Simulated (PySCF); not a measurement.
From one molecule to another.

First species: C4H3FN4.
Numbering: `[CH3:1][n:2]1[n:3][c:4]([F:5])[c:6]([C:7]#[N:8])[n:9]1` (hydrogens: H10, H11, H12 on C1)

Structure used (GFN2-xTB), in Å, numbered top down from 1:
```xyz
12
C4H3FN4 angstrom
C     -2.118   -0.248   -0.271
N     -0.733    0.039   -0.053
N     -0.319    1.231    0.314
C      0.988    1.095    0.442
F      1.779    2.084    0.797
C      1.338   -0.239    0.135
C      2.607   -0.842    0.140
N      3.654   -1.303    0.159
N      0.196   -0.861   -0.172
H     -2.604    0.653   -0.639
H     -2.196   -1.054   -0.998
H     -2.591   -0.556    0.663
```

Second species: C₃H₈O₂Si₂.
Bonds: O1–C2 (double), C2–O3, C2–Si4, Si4–C5, C5–Si6, Si6–C7, Si4–C7. Hydrogens: H8 on O3; H9 on Si4; H10, H11 on C5; H12, H13 on Si6; H14, H15 on C7.

Levels: B3LYP/def2-SVPD for dipole moment, HOMO energy, LUMO energy, HOMO–LUMO gap, static isotropic polarisability and electronic spatial extent ⟨r²⟩ about the centre of nuclear charge; TDDFT B3LYP/def2-SVPD for lowest singlet excitation; TDA B3LYP/def2-SVPD for lowest triplet excitation (Tamm–Dancoff); GFN2-xTB for rotational constant A and rotational constant C. Geometries: GFN2-xTB. Each structure is a single optimised conformer of the isolated species, non-relativistic unless stated. Electronic properties by PySCF.

Dipoles, sizes and rotational constants follow the conformer. The torsions of the flexible species, by atom-mapped SMILES:
- `[O:1]=[C:2]([OH:3])[SiH:4]1[CH2:5][SiH2:6][CH2:7]1`: O1–C2–Si4–C5 46°, H–O3–C2–O1 0°

Problem. Which of the two has the higher HOMO energy, and by how much?

Solution. The second: -7.52 eV against -8.09 eV, a difference of 0.57 eV.

Problem. Which of the two has the higher T1 energy, and by how much?

Solution. The first: 4.31 eV against 4.21 eV, a difference of 0.10 eV.

Problem. Which of the two has the higher ⟨r²⟩, and by how much?

Solution. The second: 1246 bohr² against 1137 bohr², a difference of 109 bohr².

Problem. Which has the higher rotational constant A?

Solution. The second: 3.712 GHz against 3.010 GHz, a difference of 0.702 GHz.

Problem. Which has the higher rotational constant C?

Solution. The second: 1.004 GHz against 0.937 GHz, a difference of 0.067 GHz.

Problem. Which has the higher S1 energy?

Solution. The first: 5.79 eV against 4.80 eV, a difference of 0.99 eV.

Problem. Which has the higher LUMO energy?

Solution. The second: -1.31 eV against -1.86 eV, a difference of 0.55 eV.

Problem. Which has the higher dipole moment?

Solution. The first: 5.33 D against 1.49 D, a difference of 3.84 D.

On the first: The 8 singlets span 5.79 to 7.31 eV, and their oscillator strengths add up to 0.48. The dipole matches unit charges of opposite sign 1.11 Å apart (1 e·Å = 4.8032 D).

On the second: The polarisability is 14.08 Å³ as a volume (1 au = 0.148185 Å³), or 1.36 au for each of the 70 electrons. No computed singlet falls in the visible range (750 to 380 nm, 1.65 to 3.26 eV); S1 lies 1.54 eV above its blue end.
